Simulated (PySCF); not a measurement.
**Dipole moment and polarisability of `C[O][Ga]([Cl])[N]1CCCC1`**

C5H11ClGaNO.
Cartesian coordinates in Å at the PBE0-D3(BJ)/def2-SVP level; atoms count from 1:
```xyz
20
C5H11ClGaNO angstrom
C      3.7764   -0.2908   -1.3318
O      2.4826    0.1665   -1.0601
Ga     1.4304   -0.4165    0.2369
Cl     2.1638   -1.9089    1.5921
N     -0.2445    0.2015    0.4064
C     -1.2479   -0.2842    1.3298
C     -2.5208   -0.4037    0.4743
C     -2.2892    0.5606   -0.7099
C     -0.8982    1.1662   -0.4533
H      4.5032    0.5362   -1.2414
H      3.8355   -0.6737   -2.3662
H      4.1061   -1.1006   -0.6552
H     -0.9411   -1.2327    1.7957
H     -1.4115    0.4423    2.1516
H     -3.4219   -0.1538    1.0533
H     -2.6442   -1.4359    0.1146
H     -2.2968    0.0119   -1.6633
H     -3.0633    1.3389   -0.7791
H     -1.0005    2.1425    0.0628
H     -0.3204    1.3449   -1.3724
```

Level: CAM-B3LYP/def2-SVPD (PySCF), static field, nuclei fixed, core orbitals frozen in the response. The polarisability tensor in these axes (au):

```
x   129.02  -9.30  -4.57
y    -9.30  98.06 -10.46
z    -4.57 -10.46 101.92
```

Question: Diagonalise the tensor; give its mean and Δα, where Δα² is half the sum of the squared differences of the eigenvalues.

Answer: Principal values 86.93, 110.37 and 131.70 au; mean 109.67 au = 16.25 Å³ = 18.08 × 10⁻⁴⁰ C²·m²/J; Δα = 38.79 au (35 % of the mean).

Question: What is the dipole moment, and where does it point?

Answer: (-1.29, 0.70, -0.58) D, 1.58 D in size, pointing from the negative to the positive side. Measured along this direction, the outermost atoms are H12 at the negative end and H18 at the positive end.

Question: Estimate the molar refractivity from the static electronic polarisability.

Answer: Lorentz–Lorenz: R = (4π/3)N_A α = 2.5225 cm³/(mol·Å³) × 16.25 Å³ = 41.0 cm³/mol, in the limit of long wavelengths.

Question: How large is μ²/3kT at 350 K beside α?

Answer: In Gaussian units μ²/3kT = 17.12 Å³ against 16.25 Å³, a ratio of 1.05; the Debye molar polarisation (4π/3)N_A(α + μ²/3kT) is 84.2 cm³/mol, leaving out the vibrational part.

Question: Traceless (Buckingham) quadrupole moment about the centre of nuclear charge: eigenvalues?

Answer: -8.34, 1.67, 6.67 D·Å. The values depend on the origin, since the dipole doesn't vanish. The electronic extent ⟨r²⟩ about the same centre is 2210 bohr², a root-mean-square distance of 2.44 Å for the 104 electrons.

Question: Find the Langevin capture rate constant for NO+ (29.998 u) meeting this molecule (204.978 u), k = 2.342 × 10⁻⁹ cm³/s × √(α in Å³ / reduced mass in u).

Answer: The reduced mass is 26.17 u, so k = 1.85 × 10⁻⁹ cm³/s. The formula leaves out the permanent dipole, which adds to the capture rate.

Question: What depolarisation ratio follows for Rayleigh scattering of linearly polarised light, taking the static tensor?

Answer: ρ = 3Δα²/(45ᾱ² + 4Δα²) = 4513.5/(541225 + 6018.1) = 0.00825.

One conformer (not necessarily the lowest) at the PBE0-D3(BJ)/def2-SVP geometry, without solvent, vibrations or thermal averaging. The calculation is non-relativistic, for gallium too.
